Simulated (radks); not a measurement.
The numbers below are computed, except where a source is named.
Ionisation of the neodymium ion Nd+, [Xe] 4f4 6s1, to [Xe] 4f4 as the strength of local exchange is varied. Code: a radial shooting solver on a logarithmic mesh with Libxc functionals. Model: Dirac Kohn-Sham, Slater X-alpha exchange (alpha = 2/3 is LDA exchange), no correlation, spin-unpolarised, spherical densities, finite nucleus; open shells fill j = l - 1/2 first; Fermi nuclear charge, rms radius 4.9123 fm.

| alpha | E(Nd+) (hartree) | exchange (hartree) | IE (eV) | -e of the level emptied (eV) | <r> of it (bohr) |
|---|---|---|---|---|---|
| 0.557 | -9581.9391 | -174.8821 | 9.657 | 7.105 (6s1/2) | 4.158 |
| 0.604 | -9596.7076 | -189.9426 | 9.857 | 7.304 (6s1/2) | 4.117 |
| 0.667 | -9616.5406 | -210.2010 | 10.137 | 7.585 (6s1/2) | 4.062 |
| 0.788 | -9654.7502 | -249.3371 | 10.702 | 8.162 (6s1/2) | 3.954 |
| 0.967 | -9711.5561 | -307.7780 | 11.593 | 9.078 (6s1/2) | 3.800 |
| 0.97 | -9712.5110 | -308.7630 | 11.609 | 9.094 (6s1/2) | 3.798 |

NIST Atomic Spectra Database: 10.78 eV (semi-empirical). The Delta-SCF value meets it near alpha = 0.80. Spin polarisation and multiplet splitting are left out, so open shells lie too high by an amount that depends on their filling.

Beside tabulated values, note that spin-unpolarised runs miss the spin-polarisation part of the exchange energy of open shells.
